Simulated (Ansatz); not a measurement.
Calculated with Ansatz (gas phase, PBE0-D4/def2-TZVP geometries, no zero-point term in ΔE). CBS: MP2 limit from def2 TZ/QZ plus the TZ coupled-cluster correction, frozen cores. This one scheme is used for every species. Each species was taken in one conformer, which may not be the lowest.

`C#CCBCC` + H₂ → `BCC#C` + ethane  (hydrogenolysis of a B–C bond)

`C#CCBCC`:

```xyz
15

C     0.392    0.908   -2.521
C    -0.446    0.781   -1.667
C    -1.328    0.658   -0.520
B    -0.226    0.964    0.571
C     0.634   -0.140    1.255
C     0.457   -1.584    0.807
H     1.102    1.015   -3.307
H    -2.129    1.397   -0.575
H    -1.754   -0.347   -0.475
H    -0.026    2.115    0.846
H     0.410   -0.040    2.330
H     1.688    0.162    1.197
H    -0.568   -1.930    0.961
H     0.682   -1.697   -0.257
H     1.113   -2.264    1.356
```

H₂:

Cartesian coordinates in Å:
```
H -0.309 0.036 -0.206
H 0.309 -0.036 0.206
```

`BCC#C`:

```xyz
9

B     1.469   -0.135    0.354
C     0.091    0.594    0.257
C    -1.019   -0.127   -0.330
C    -1.928   -0.740   -0.820
H     2.382    0.465    0.844
H     1.633   -1.249   -0.042
H     0.268    1.538   -0.282
H    -0.163    0.935    1.273
H    -2.734   -1.282   -1.253
```

`CC`:

```xyz
8

C     0.007   -0.127   -0.749
C    -0.007    0.127    0.749
H    -0.267    0.771   -1.308
H     0.996   -0.438   -1.091
H    -0.699   -0.914   -1.026
H     0.267   -0.771    1.308
H    -0.996    0.438    1.091
H     0.699    0.914    1.026
```

```
  species  CCSD(T)/CBS(def2) energy (Eh)
`C#CCBCC`                     -220.40677
       H₂                       -1.17544
  `BCC#C`                     -141.86772
     `CC`                      -79.71954
```

Work out ΔE.

ΔE = (-141.86772) + (-79.71954) − (-220.40677) − (-1.17544) = -0.00505 Eh = -0.14 eV.

Largest T1 diagnostic among the species: 0.012.

From PBE to PBE0 (25 % exact exchange), in def2-TZVPP and without D4, ΔE moves by −0.05 eV. In def2-TZVPP, CCSD(T) changes the Hartree–Fock value by +0.39 eV (the triples alone add +0.07 eV) and MP2 by +0.47 eV. The D4 term adds +0.15 eV with B3LYP and +0.09 eV with PBE0; it sums over pairs of atoms, weighted by their polarisabilities, and B3LYP, whose exchange is more repulsive, gets the larger term.

B3LYP here is the variant with VWN-RPA as its local correlation; programs differ in this.
